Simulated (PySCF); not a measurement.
Work out the structure from these simulated measurements.

Formula: C7H7N.

| Property | Result |
| --- | --- |
| 13C NMR | chemical shifts (computed TMS as zero) by class: 142.2 (1 C), 137.7 (1 C), 126.8 (1 C), 44.6 (1 C), 40.0 (1 C), 28.3 (1 C), 14.2 (1 C) ppm [GIAO PBE0/pcSseg-1] |
| UV, first state | lowest singlet excitation: 6.33 eV (196 nm, f = 0.118) [TDDFT PBE0/def2-SVPD] |
| Triplet | lowest triplet excitation (Tamm–Dancoff): 4.12 eV [TDA PBE0/def2-SVPD] |
| 1H NMR | chemical shifts (computed TMS as zero) by class: 6.22 (1 H), 5.66 (1 H), 3.02 (1 H), 2.74 (1 H), 2.46 (1 H), 1.50 (1 H), 0.29 (1 H) ppm [GIAO PBE0/pcSseg-1] |
| Rotational structure | rotational constants A, B, C: 4.470, 1.776, 1.522 GHz [GFN2-xTB] |
| NMR, other nuclei | isotropic shieldings of nuclei other than C and H, by class: -26 (1 N) ppm [GIAO PBE0/pcSseg-1] |

Gas-phase values; electronic properties from PySCF, density fitting. Levels stand in brackets. Isolated species at its GFN2-xTB geometry, gas phase. NMR values are class means; diastereotopic atoms form classes of their own.

**Question.** What is the compound? Reason from the data.

**Answer.** Numbering: `[N:1]#[C:2][C@@:3]12[CH2:4][CH:5]=[CH:6][C@@H:7]1[CH2:8]2`. Its formula, C7H7N, gives 5 degrees of unsaturation: 2 rings and 3 π bonds in the structure found. 7 carbons fall into 7 classes; from least to most shielded: alkene CH carbon [C6] (142.2 ppm), alkene CH carbon [C5] (137.7 ppm), nitrile carbon [C2] (126.8 ppm), allylic carbon [C4] (44.6 ppm), sp3 carbon at a ring junction [C7] (40.0 ppm), three-membered-ring carbon [C8] (28.3 ppm), sp3 carbon at a ring junction [C3] (14.2 ppm). Hydrogen classes from least to most shielded: 1 H on an alkene CH carbon, C6 (6.22 ppm), 1 H on an alkene CH carbon, C5 (5.66 ppm), 1 H on an allylic carbon, C4 (3.02 ppm), 1 H on an allylic carbon, C4 (2.74 ppm), 1 H on an sp3 carbon at a ring junction, C7 (2.46 ppm), 1 H on a three-membered-ring carbon, C8 (1.50 ppm), 1 H on a three-membered-ring carbon, C8 (0.29 ppm). The other shieldings belong to: -26 ppm, nitrile nitrogen [N1]. The optimised geometry has point group C1 and is an asymmetric top. Structure: `N#C[C@@]12CC=C[C@@H]1C2`. Computed isomers that give other values at the same levels: `C#CCC#C/C=N\C` (13C chemical shifts (computed TMS as zero) by class: 146.8 (1 C), 101.0 (1 C), 81.8 (1 C), 78.9 (1 C), 76.8 (1 C), 46.8 (1 C), 12.3 (1 C) ppm); `C=C[C@@H]1[C@H]2[C@@H](C#N)[C@@H]12` (lowest singlet excitation: 6.62 eV (187 nm, f = 0.052)); `CC(C)=CC#CC#N` (rotational constant A: 8.030 GHz; this holds for the one conformer computed). The assignments are read from this structure; whether some other isomer fits the data as well wasn't checked. The mirror image fits equally.
